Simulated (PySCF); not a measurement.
Job file and geometry (Å, from GFN2-xTB) of an NMR shielding run on SMILES C1=C([P@](C#C)(=O)[O-])CCC1, [C$_{7}$H$_{8}$O$_{2}$P]-, PySCF 2.14.0, density-fitted response routines, GIAO PBE0/pcSseg-1 NMR shielding, non-relativistic, gas phase; density fitting, a coarse starting grid and PySCF grid level 2 are the driver's defaults:

```
$ OMP_NUM_THREADS=1 python probes_run.py task.json out

{"job": {"kind": "nmr", "xc": "PBE0", "basis": "pcSseg-1"}, "charge": -1, "multiplicity": 1}
C      3.389283     0.891200    -0.643177
C      2.580784     0.765971     0.236214
P      1.469076     0.640346     1.667191
O      2.005287    -0.366959     2.618767
O      1.149655     2.011957     2.152185
C      0.031519    -0.016565     0.747275
C     -0.603597    -1.148468     1.002180
C     -1.822384    -1.333646     0.140120
C     -1.690790    -0.210709    -0.905346
C     -0.656605     0.771160    -0.325420
H      4.084373     0.987533    -1.429747
H     -0.312380    -1.866425     1.749134
H     -2.731658    -1.217764     0.741376
H     -1.859299    -2.325247    -0.320827
H     -2.647314     0.272871    -1.111891
H     -1.317270    -0.625487    -1.844236
H      0.052337     1.128428    -1.074820
H     -1.129776     1.648122     0.123766
```

Question: Write the output of this run.

Answer: 
```
coarse grid: 16360 points
cycle   1  E = -762.3042447722  dE =  1.824e+00  |g| = 1.250e+00  |ddm| = 4.354e+00
cycle   2  E = -761.3744901198  dE =  9.298e-01  |g| = 2.423e+00  |ddm| = 6.150e+00
cycle   3  E = -762.5923867732  dE = -1.218e+00  |g| = 3.330e-01  |ddm| = 5.075e+00
cycle   4  E = -762.6192552025  dE = -2.687e-02  |g| = 1.157e-01  |ddm| = 6.558e-01
cycle   5  E = -762.6216573811  dE = -2.402e-03  |g| = 6.169e-02  |ddm| = 1.448e-01
cycle   6  E = -762.6225153306  dE = -8.579e-04  |g| = 1.753e-02  |ddm| = 6.130e-02
cycle   7  E = -762.6225777651  dE = -6.243e-05  |g| = 7.127e-03  |ddm| = 2.100e-02
cycle   8  E = -762.6225899117  dE = -1.215e-05  |g| = 2.058e-03  |ddm| = 7.545e-03
cycle   9  E = -762.6225908310  dE = -9.193e-07  |g| = 5.462e-04  |ddm| = 2.562e-03
final grid: 155776 points
cycle  10  E = -762.7069601310  dE = -2.837e-05  |g| = 1.198e-02  |ddm| = 3.931e-02
cycle  11  E = -762.7069092429  dE =  5.089e-05  |g| = 1.995e-02  |ddm| = 4.031e-02
cycle  12  E = -762.7069903537  dE = -8.111e-05  |g| = 2.143e-03  |ddm| = 2.773e-02
cycle  13  E = -762.7069912570  dE = -9.033e-07  |g| = 4.208e-04  |ddm| = 2.213e-03
cycle  14  E = -762.7069912803  dE = -2.332e-08  |g| = 2.929e-04  |ddm| = 5.684e-04
cycle  15  E = -762.7069913009  dE = -2.066e-08  |g| = 5.576e-05  |ddm| = 2.585e-04
cycle  16  E = -762.7069913016  dE = -6.239e-10  |g| = 2.258e-05  |ddm| = 5.993e-05
converged SCF energy = -762.7069913016

GIAO shielding tensors (ppm)
atom      isotropic    diamagn.    paramagn.     s11        s22        s33       span
  0 C      110.413     261.962    -151.549     41.213     53.766    236.259    195.046
  1 C       86.058     272.961    -186.903    -23.233    -13.761    295.167    318.400
  2 P      352.732     958.530    -605.798    220.306    299.920    537.971    317.665
  3 O      173.720     394.954    -221.234     98.391    192.195    230.573    132.182
  4 O      158.707     396.366    -237.660     86.714    158.072    231.333    144.619
  5 C       23.168     269.256    -246.087    -89.032     35.048    123.490    212.522
  6 C       54.736     253.626    -198.890    -43.914     70.276    137.846    181.760
  7 C      148.323     251.308    -102.985    121.760    153.442    169.768     48.007
  8 C      160.190     248.899     -88.710    132.610    173.047    174.912     42.302
  9 C      148.424     247.672     -99.248    120.523    154.515    170.233     49.710
 10 H       30.458      35.440      -4.982     25.719     26.149     39.507     13.788
 11 H       25.984      34.330      -8.346     23.629     25.379     28.943      5.313
 12 H       29.377      30.701      -1.324     25.094     27.431     35.606     10.512
 13 H       29.465      31.286      -1.821     25.218     27.560     35.616     10.397
 14 H       30.078      31.133      -1.055     25.557     28.359     36.318     10.761
 15 H       30.189      32.426      -2.236     24.940     29.062     36.567     11.627
 16 H       28.941      33.701      -4.760     24.259     28.563     34.002      9.743
 17 H       29.008      32.085      -3.077     23.961     28.978     34.085     10.124
```

Question: Turn these shieldings into chemical shifts. Referencing at the same level of theory: ¹³C (σref 186.93), ¹H (σref 31.72) against TMS; H3PO4 for ³¹P (σref 318.38); ¹⁷O (σref 336.08) vs H2O.

Answer: Averaging equivalent atoms: C 5: 163.8; C 6: 132.2; C 1: 100.9; C 0: 76.5; C 7: 38.6; C 9: 38.5; C 8: 26.7; P 2: -34.4; O 4: 177.4; O 3: 162.4; H 11: 5.73; H 16: 2.78; H 17: 2.71; H 12: 2.34; H 13: 2.25; H 14: 1.64; H 15: 1.53; H 10: 1.26 ppm. Experimental scales use liquid or dissolved standards, which lie at an offset from isolated H2O (liquid H2O: subtract about 36 ppm) and H3PO4.

Size and cost of the density-fitted run: 217 basis functions, 42 s wall time on 1 thread of an Arm Neoverse V1, shared host; peak memory 1 GiB.
